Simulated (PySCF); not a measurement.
Excitations are Tamm–Dancoff values on a coarser integration grid. The basis has no diffuse functions, so Rydberg states are missing or too high.

Z-matrix (Å, degrees):
```
C
C 1 1.4179
C 2 1.3750 1 120.53
H 2 1.0920 3 118.98 1 180.00
C 3 1.4125 2 121.35 4 180.00
C 5 1.3730 3 119.13 2 0.00
H 5 1.0910 6 121.44 3 -180.00
H 6 1.0930 5 119.85 7 0.00
C 6 1.4180 8 118.79 5 -180.00
C 9 1.4174 6 121.57 8 0.00
C 10 1.3733 9 120.62 6 180.00
H 11 1.0924 10 120.33 9 180.00
H 10 1.0932 11 120.63 12 0.00
C 11 1.4130 12 119.64 10 180.00
C 14 1.3840 11 121.80 12 -180.00
H 14 1.0937 15 119.68 1 180.00
Cl 3 1.7313 2 119.95 4 0.00
Si 15 1.8802 14 119.07 16 0.00
H 18 1.4932 15 107.92 14 0.00
H 18 1.4959 19 109.19 16 121.34
H 18 1.4959 19 109.18 20 117.32
```
Charge 0, spin multiplicity 1.

Problem. Give the HOMO–LUMO gap, S1 excitation (TDA) and brightest of the four lowest singlets (TDA) at the level PBE0-D4/def2-TZVP // PBE0-D4/def2-SVP in PySCF 2.14.0.

Solution. 
```yaml
HOMO–LUMO gap: 4.92 eV
S1 excitation (TDA): 4.34 eV
brightest of the four lowest singlets (TDA): 5.95 eV
```
